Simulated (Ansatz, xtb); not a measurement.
# CH3BF2Se: where a starting geometry ends

The starting geometry of this gas-phase singlet was built from a drawn formula by distance geometry and a force field; its bonds are those of `BC(F)(F)[SeH]`.

```
atom    x (Å)    y (Å)    z (Å)
   C  -0.9502   0.4596  -0.6681
   B  -1.0141   1.9883  -0.3360
   F  -1.6476  -0.2366   0.2796
   F  -1.4772   0.2300  -1.8937
  Se   0.9186  -0.1556  -0.6202
   H  -1.6079   2.3982   0.5903
   H  -0.4673   2.7678  -1.0836
   H   0.9873   0.1787   0.8640
```

Task: Where would you expect an optimisation with r2SCAN-D4/def2-SVP to take it?

Result: A new bond forms, giving a structure given below by its coordinates. Distances that change by over a tenth: C1–Se5 (1.97 → 2.26 Å). Contacts that close: B2–Se5 (2.90 → 2.17 Å).

The energy falls by 0.81 eV over 14 steps:

```json
{"step": "1", "E − E(last) (eV)": "0.805"}
{"step": "2", "E − E(last) (eV)": "0.613"}
{"step": "4", "E − E(last) (eV)": "0.370"}
{"step": "5", "E − E(last) (eV)": "0.258"}
{"step": "7", "E − E(last) (eV)": "0.055"}
{"step": "8", "E − E(last) (eV)": "0.020"}
{"step": "10", "E − E(last) (eV)": "0.001"}
{"step": "11", "E − E(last) (eV)": "0.000"}
{"step": "13", "E − E(last) (eV)": "0.000"}
{"step": "14", "E − E(last) (eV)": "0.000"}
```

Final geometry (Å):

```yaml
atoms:
  - { symbol: C, position_ang: [-1.2745, 0.4823, -0.7290] }
  - { symbol: B, position_ang: [-0.7815, 1.8930, -0.3540] }
  - { symbol: F, position_ang: [-1.7999, -0.3798, 0.1165] }
  - { symbol: F, position_ang: [-1.5064, 0.0672, -1.9535] }
  - { symbol: Se, position_ang: [0.9548, 0.5848, -0.3949] }
  - { symbol: H, position_ang: [-0.9914, 2.2806, 0.7653] }
  - { symbol: H, position_ang: [-0.6345, 2.6415, -1.2874] }
  - { symbol: H, position_ang: [0.7751, 0.0608, 0.9692] }
```

From the same start GFN2-xTB reaches the same bonding as this run.

No frequencies were run, so the end isn't proven a minimum. Run with Ansatz 0.2.0, 29 s on 2 threads of Arm Neoverse V2, with other jobs on the host.
